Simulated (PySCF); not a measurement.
Two species compared at the same levels of theory.

First species: C5H8OS.
Geometry (GFN2-xTB, Å), atoms numbered from 1 in this order:
```xyz
15
C5H8OS angstrom
C      3.052    0.118   -0.011
C      1.886   -0.329   -0.435
C      0.668   -0.428    0.425
O     -0.449    0.068   -0.306
C     -1.644    0.005    0.255
C     -2.728    0.546   -0.620
S     -1.924   -0.609    1.740
H      3.197    0.454    1.003
H      3.913    0.152   -0.655
H      1.745   -0.662   -1.453
H      0.471   -1.476    0.699
H      0.779    0.143    1.355
H     -2.441    1.522   -1.008
H     -3.654    0.624   -0.058
H     -2.877   -0.120   -1.469
```

Second species: CH4O2Si.
SMILES with atom numbers: `[O:1]=[CH:2][O:3][SiH3:4]` (hydrogens: H5 on C2; H6, H7, H8 on Si4)

Levels: PBE0/def2-SVPD for dipole moment, HOMO energy, LUMO energy, HOMO–LUMO gap, static isotropic polarisability and electronic spatial extent ⟨r²⟩ about the centre of nuclear charge; TDDFT PBE0/def2-SVPD for lowest singlet excitation; TDA PBE0/def2-SVPD for lowest triplet excitation (Tamm–Dancoff); GFN2-xTB for rotational constant A and rotational constant C. Geometries: GFN2-xTB. Each structure is a single optimised conformer of the isolated species, non-relativistic unless stated; the electronic structure was computed with PySCF and density fitting.

Dipoles, sizes and rotational constants follow the conformer. The torsions of the flexible species, by atom-mapped SMILES:
- `[CH2:1]=[CH:2][CH2:3][O:4][C:5]([CH3:6])=[S:7]`: C1–C2–C3–O4 136°, C2–C3–O4–C5 177°, C3–O4–C5–C6 180°
- `[O:1]=[CH:2][O:3][SiH3:4]`: O1–C2–O3–Si4 0°

| property | column X | column Y |
| --- | --- | --- |
| dipole moment | 1.96 D | 2.37 D |
| HOMO energy | -8.56 eV | -6.51 eV |
| LUMO energy | -0.30 eV | -1.33 eV |
| HOMO–LUMO gap | 8.26 eV | 5.18 eV |
| lowest singlet excitation | 5.85 eV | 3.42 eV |
| lowest triplet excitation (Tamm–Dancoff) | 5.26 eV | 3.02 eV |
| static isotropic polarisability | 44.9 au | 88.5 au |
| electronic spatial extent ⟨r²⟩ about the centre of nuclear charge | 374 bohr² | 1244 bohr² |
| rotational constant A | 16.886 GHz | 4.681 GHz |
| rotational constant C | 3.433 GHz | 0.919 GHz |

**Question.** Which column belongs to which species?

**Answer.** Column X is the second species and column Y the first. The first has 15 atoms and 62 electrons, the second 8 and 40.

**Question.** How does each property change from the first species to the second?

**Answer.** dipole moment -0.41 D; HOMO energy -2.05 eV; LUMO energy +1.03 eV; HOMO–LUMO gap +3.08 eV; lowest singlet excitation +2.43 eV; lowest triplet excitation (Tamm–Dancoff) +2.24 eV; static isotropic polarisability -43.6 au; electronic spatial extent ⟨r²⟩ about the centre of nuclear charge -870 bohr²; rotational constant A +12.205 GHz; rotational constant C +2.514 GHz.

On the first: The vertical singlet–triplet gap S1 − T1 is 0.40 eV (TDDFT singlet less Tamm–Dancoff triplet; S1: HOMO→LUMO, weight 1.00; T1: HOMO→LUMO, weight 0.99). No computed singlet falls in the visible range (750 to 380 nm, 1.65 to 3.26 eV); S1 lies 0.16 eV above its blue end.

On the second: In atomic units the dipole is 0.77 e·bohr (1 au = 2.5417 D). No computed singlet falls in the visible range (750 to 380 nm, 1.65 to 3.26 eV); S1 lies 2.59 eV above its blue end.
